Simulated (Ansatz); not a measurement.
Ansatz (an electronic-structure program) input (B3LYP-D3(BJ)/def2-TZVP):

Ansatz 0.2 input:
```yaml
crystal:
  periodic: [false, false, false]
  atoms:
    - {symbol: Al, position_ang: [0.42899871, 0.36293330, 0.01752794]}
    - {symbol: C, position_ang: [-1.08285978, -0.93040964, -0.09720191]}
    - {symbol: H, position_ang: [-0.77509370, -1.84370313, -0.60273007]}
    - {symbol: H, position_ang: [-1.92713654, -0.51185681, -0.63890851]}
    - {symbol: H, position_ang: [-1.42171315, -1.22101030, 0.89515855]}
    - {symbol: O, position_ang: [0.29143863, 1.80445501, -0.76679746]}
    - {symbol: H, position_ang: [0.24333047, 2.63080025, -1.22186366]}
    - {symbol: O, position_ang: [1.74829122, -0.08215782, 0.89676502]}
    - {symbol: H, position_ang: [2.51551803, -0.32033395, 1.39412096]}
basis:
  gaussian:
    orbitals: def2-TZVP
hamiltonian:
  xc: b3lyp
  dispersion: d3bj
relax: {f_tol: 0.002, max_steps: 150}
```

Output:

```
Functional definition: B3LYP
integrals: 0.07 GiB planned
961 factors; their error is unknown
mean field: 0.63 GiB planned
mean field evaluation 1: about -11797.8651 eV, gradient 1.0e2 eV
mean field evaluation 2: about -11766.3977 eV, gradient 1.6e2 eV
mean field evaluation 4: about -11815.7523 eV, gradient 1.0e1 eV
mean field evaluation 8: about -11815.9813 eV, gradient 2.0e-2 eV
mean field evaluation 16: about -11815.9930 eV, gradient 3.5e-5 eV
mean field -11815.99304355 eV, -434.2297351828 hartree, gradient 3.5e-5 eV, S^2 0.000000; 0 other end points of the search recorded, 0 dependent functions left out
the calculation of the forces begins
reference -11815.99331530 eV, -434.2297451692 hartree; 20, 20 occupied and 140, 140 virtual orbitals, 961 factors
relax step   1: F+E_penalty+E_count = -11816.21876606 eV  Δ(F+E_penalty+E_count) = +0.000e0 eV  max|allowed force component| = 9.209e-1 eV/Å  Δτ_max = 0.0000 Å  (27 SCF iters, accepted)
these checks for a lower state are left out or cut short: starts, cluster_reference, orbital_swaps, neighbouring_geometries, increment
integrals: 0.07 GiB planned
961 factors; their error is unknown
mean field: 0.63 GiB planned
mean field -11816.01568589 eV, -434.2305672735 hartree, gradient 9.3e-6 eV, S^2 0.000000; 0 other end points of the search recorded, 0 dependent functions left out
the calculation of the forces begins
reference -11816.01595736 eV, -434.2305772497 hartree; 20, 20 occupied and 140, 140 virtual orbitals, 961 factors
relax step   2: F+E_penalty+E_count = -11816.24207735 eV  Δ(F+E_penalty+E_count) = -2.331e-2 eV  max|allowed force component| = 4.745e-1 eV/Å  Δτ_max = 0.0243 Å  (31 SCF iters, accepted)
these checks for a lower state are left out or cut short: starts, cluster_reference, orbital_swaps, neighbouring_geometries, increment
integrals: 0.07 GiB planned
961 factors; their error is unknown
mean field: 0.63 GiB planned
mean field -11816.02642550 eV, -434.2309619467 hartree, gradient 9.8e-6 eV, S^2 0.000000; 0 other end points of the search recorded, 0 dependent functions left out
the calculation of the forces begins
reference -11816.02669682 eV, -434.2309719174 hartree; 20, 20 occupied and 140, 140 virtual orbitals, 961 factors
relax step   3: F+E_penalty+E_count = -11816.25282433 eV  Δ(F+E_penalty+E_count) = -1.075e-2 eV  max|allowed force component| = 1.285e-1 eV/Å  Δτ_max = 0.0355 Å  (31 SCF iters, accepted)
these checks for a lower state are left out or cut short: starts, cluster_reference, orbital_swaps, neighbouring_geometries, increment
integrals: 0.07 GiB planned
961 factors; their error is unknown
mean field: 0.63 GiB planned
mean field evaluation 32: about -11815.8852 eV, gradient 8.0e0 eV
mean field -11816.04769928 eV, -434.2317437436 hartree, gradient 2.6e-5 eV, S^2 0.000000; 0 other end points of the search recorded, 0 dependent functions left out
the calculation of the forces begins
reference -11816.04796974 eV, -434.2317536829 hartree; 20, 20 occupied and 140, 140 virtual orbitals, 961 factors
relax step   4: F+E_penalty+E_count = -11816.27346858 eV  Δ(F+E_penalty+E_count) = -2.064e-2 eV  max|allowed force component| = 3.291e-1 eV/Å  Δτ_max = 0.1419 Å  (28 SCF iters, accepted)
these checks for a lower state are left out or cut short: starts, cluster_reference, orbital_swaps, neighbouring_geometries, increment
integrals: 0.07 GiB planned
961 factors; their error is unknown
mean field: 0.63 GiB planned
mean field -11816.18542319 eV, -434.2368050041 hartree, gradient 1.2e-5 eV, S^2 0.000000; 0 other end points of the search recorded, 0 dependent functions left out
the calculation of the forces begins
reference -11816.18568861 eV, -434.2368147581 hartree; 20, 20 occupied and 140, 140 virtual orbitals, 961 factors
relax step   5: F+E_penalty+E_count = -11816.41366906 eV  Δ(F+E_penalty+E_count) = -1.402e-1 eV  max|allowed force component| = 9.902e-1 eV/Å  Δτ_max = 0.2000 Å  (36 SCF iters, accepted)
these checks for a lower state are left out or cut short: starts, cluster_reference, orbital_swaps, neighbouring_geometries, increment
integrals: 0.07 GiB planned
961 factors; their error is unknown
mean field: 0.63 GiB planned
mean field -11816.07417374 eV, -434.2327166621 hartree, gradient 1.4e-5 eV, S^2 0.000000; 0 other end points of the search recorded, 0 dependent functions left out
the calculation of the forces begins
reference -11816.07443524 eV, -434.2327262721 hartree; 20, 20 occupied and 140, 140 virtual orbitals, 961 factors
relax step   6: F+E_penalty+E_count = -11816.30355111 eV  Δ(F+E_penalty+E_count) = +1.101e-1 eV  max|allowed force component| = 2.840e0 eV/Å  Δτ_max = 0.1953 Å  (36 SCF iters, rejected (line search))
these checks for a lower state are left out or cut short: starts, cluster_reference, orbital_swaps, neighbouring_geometries, increment
integrals: 0.07 GiB planned
961 factors; their error is unknown
mean field: 0.63 GiB planned
mean field -11816.25089019 eV, -434.2392108718 hartree, gradient 2.2e-5 eV, S^2 0.000000; 0 other end points of the search recorded, 0 dependent functions left out
the calculation of the forces begins
reference -11816.25115372 eV, -434.2392205565 hartree; 20, 20 occupied and 140, 140 virtual orbitals, 961 factors
relax step   7: F+E_penalty+E_count = -11816.47905189 eV  Δ(F+E_penalty+E_count) = -6.538e-2 eV  max|allowed force component| = 5.178e-1 eV/Å  Δτ_max = 0.0976 Å  (30 SCF iters, accepted)
these checks for a lower state are left out or cut short: starts, cluster_reference, orbital_swaps, neighbouring_geometries, increment
integrals: 0.07 GiB planned
961 factors; their error is unknown
mean field: 0.63 GiB planned
mean field evaluation 64: about -11816.2891 eV, gradient 3.0e-1 eV
mean field -11816.28927667 eV, -434.2406215491 hartree, gradient 2.0e-5 eV, S^2 0.000000; 0 other end points of the search recorded, 0 dependent functions left out
the calculation of the forces begins
reference -11816.28953893 eV, -434.2406311870 hartree; 20, 20 occupied and 140, 140 virtual orbitals, 961 factors
relax step   8: F+E_penalty+E_count = -11816.51760123 eV  Δ(F+E_penalty+E_count) = -3.855e-2 eV  max|allowed force component| = 3.230e-1 eV/Å  Δτ_max = 0.1000 Å  (30 SCF iters, accepted)
these checks for a lower state are left out or cut short: starts, cluster_reference, orbital_swaps, neighbouring_geometries, increment
integrals: 0.07 GiB planned
961 factors; their error is unknown
mean field: 0.63 GiB planned
mean field -11816.31924964 eV, -434.2417230354 hartree, gradient 6.5e-6 eV, S^2 0.000000; 0 other end points of the search recorded, 0 dependent functions left out
the calculation of the forces begins
reference -11816.31950954 eV, -434.2417325866 hartree; 20, 20 occupied and 140, 140 virtual orbitals, 961 factors
relax step   9: F+E_penalty+E_count = -11816.54842464 eV  Δ(F+E_penalty+E_count) = -3.082e-2 eV  max|allowed force component| = 4.305e-2 eV/Å  Δτ_max = 0.1500 Å  (29 SCF iters, accepted)
these checks for a lower state are left out or cut short: starts, cluster_reference, orbital_swaps, neighbouring_geometries, increment
integrals: 0.07 GiB planned
961 factors; their error is unknown
mean field: 0.63 GiB planned
mean field -11816.32151247 eV, -434.2418061930 hartree, gradient 1.6e-5 eV, S^2 0.000000; 0 other end points of the search recorded, 0 dependent functions left out
the calculation of the forces begins
reference -11816.32177167 eV, -434.2418157183 hartree; 20, 20 occupied and 140, 140 virtual orbitals, 961 factors
relax step  10: F+E_penalty+E_count = -11816.55111806 eV  Δ(F+E_penalty+E_count) = -2.693e-3 eV  max|allowed force component| = 8.376e-3 eV/Å  Δτ_max = 0.0566 Å  (30 SCF iters, accepted)
these checks for a lower state are left out or cut short: starts, cluster_reference, orbital_swaps, neighbouring_geometries, increment
integrals: 0.07 GiB planned
961 factors; their error is unknown
mean field: 0.63 GiB planned
mean field -11816.32149443 eV, -434.2418055299 hartree, gradient 1.5e-5 eV, S^2 0.000000; 0 other end points of the search recorded, 0 dependent functions left out
the calculation of the forces begins
reference -11816.32175355 eV, -434.2418150522 hartree; 20, 20 occupied and 140, 140 virtual orbitals, 961 factors
relax step  11: F+E_penalty+E_count = -11816.55114674 eV  Δ(F+E_penalty+E_count) = -2.868e-5 eV  max|allowed force component| = 1.797e-3 eV/Å  Δτ_max = 0.0042 Å  (32 SCF iters, accepted)
integrals: 0.07 GiB planned
961 factors; their error is unknown
mean field: 0.63 GiB planned
mean field evaluation 96: about -11816.3215 eV, gradient 1.5e-5 eV
mean field -11816.32149443 eV, -434.2418055299 hartree, gradient 1.5e-5 eV, S^2 0.000000; 1 other end points of the search recorded, 0 dependent functions left out
the calculation of the forces begins
reference -11816.32175355 eV, -434.2418150522 hartree; 20, 20 occupied and 140, 140 virtual orbitals, 961 factors
Total energy: -11816.55140586 eV, -434.2502546190 hartree
Atom 0 at     0.315944     0.262676     0.007722 Å, force     0.000994    -0.000613     0.000874 eV/Å
Atom 1 at    -1.156898    -0.991012    -0.102600 Å, force     0.001797     0.001568    -0.000590 eV/Å
Atom 2 at    -0.846644    -1.913554    -0.599750 Å, force    -0.000729    -0.001030    -0.000236 eV/Å
Atom 3 at    -1.999464    -0.574823    -0.656432 Å, force    -0.001247    -0.000344    -0.000417 eV/Å
Atom 4 at    -1.506917    -1.272401     0.893448 Å, force    -0.001098    -0.000872     0.000886 eV/Å
Atom 5 at     0.190025     1.757254    -0.796359 Å, force    -0.000086    -0.000466     0.000104 eV/Å
Atom 6 at     0.855168     2.445377    -0.810535 Å, force     0.000627     0.000580     0.000113 eV/Å
Atom 7 at     1.691260    -0.177380     0.907893 Å, force    -0.000823     0.000610    -0.000679 eV/Å
Atom 8 at     2.478302     0.352579     1.032684 Å, force     0.000563     0.000568    -0.000054 eV/Å
Dipole moment:     0.276107     0.231007     0.020694 e Å
```
